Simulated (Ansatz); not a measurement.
`C[NH][Al]([F])[Br]` + H₂ → `[F][AlH][Br]` + CH₃NH₂ at 600 K and 1 bar (hydrogenolysis of the Al–N bond).

Calculated with Ansatz (gas phase, PBE0-D4/def2-TZVP geometries, no zero-point term in ΔE). CCSD(T)/CBS adds triple-zeta CCSD(T) − MP2 to the extrapolated MP2 energy (def2 sets, frozen cores). This one scheme is used for every species. For Br outer-core shells are correlated without core-valence functions, which leaves a few kJ/mol of doubt a bond. Scalar relativity is left out up to krypton. One conformer a species, not always the lowest.

```json
{"species": "`C[NH][Al]([F])[Br]`", "CCSD(T)/CBS energy (Eh)": "-3010.47210", "H − E (kJ/mol)": "211.6", "S (J/(mol·K))": "446.9"}
{"species": "H₂", "CCSD(T)/CBS energy (Eh)": "-1.17544", "H − E (kJ/mol)": "43.9", "S (J/(mol·K))": "150.8"}
{"species": "`[F][AlH][Br]`", "CCSD(T)/CBS energy (Eh)": "-2915.86674", "H − E (kJ/mol)": "60.8", "S (J/(mol·K))": "339.9"}
{"species": "CH₃NH₂", "CCSD(T)/CBS energy (Eh)": "-95.75281", "H − E (kJ/mol)": "199.3", "S (J/(mol·K))": "283.8"}
```

H − E and S are ideal-gas, rigid-rotor, harmonic terms from PBE0-D4/def2-TZVP, for one conformer and one mirror image of each species. The MP2-based limit puts H₂ 0.8 mEh under its directly extrapolated value; such offsets cancel only in part. 1 Eh = 2625.50 kJ/mol, R = 8.31446 J/(mol·K).

Problem. By hand: ΔE, ΔH, ΔS and ΔG.

Solution. ΔE = (-2915.86674) + (-95.75281) − (-3010.47210) − (-1.17544) = 0.02799 Eh = 73.5 kJ/mol. Δ(H − E) = 60.8 + 199.3 − 211.6 − 43.9 = 4.6, so ΔH = 78.1 kJ/mol. ΔS = 339.9 + 283.8 − 446.9 − 150.8 = 26.0 J/(mol·K). ΔG = 78.1 − 600 × (26.0)/1000 = 62.5 kJ/mol.

Problem. By hand: the equilibrium constant, and the temperature at which ΔG would vanish if ΔH and ΔS stayed fixed.

Solution. log₁₀ K = −ΔG/(RT ln 10) = -5.4. ΔG = 0 at ΔH/ΔS = 3004 K, far beyond where these terms or the molecules hold.

ΔH outweighs TΔS. A doubt of 5 kJ/mol in ΔE shifts log₁₀ K by 0.4 here. Other conformers and mirror images would add mixing entropy, several J/(mol·K) or more a flexible species. These are equilibria of isolated gas molecules and say nothing of rates. Largest T1 diagnostic: 0.010 (customary marks: 0.02 for closed shells, 0.045 for open ones).
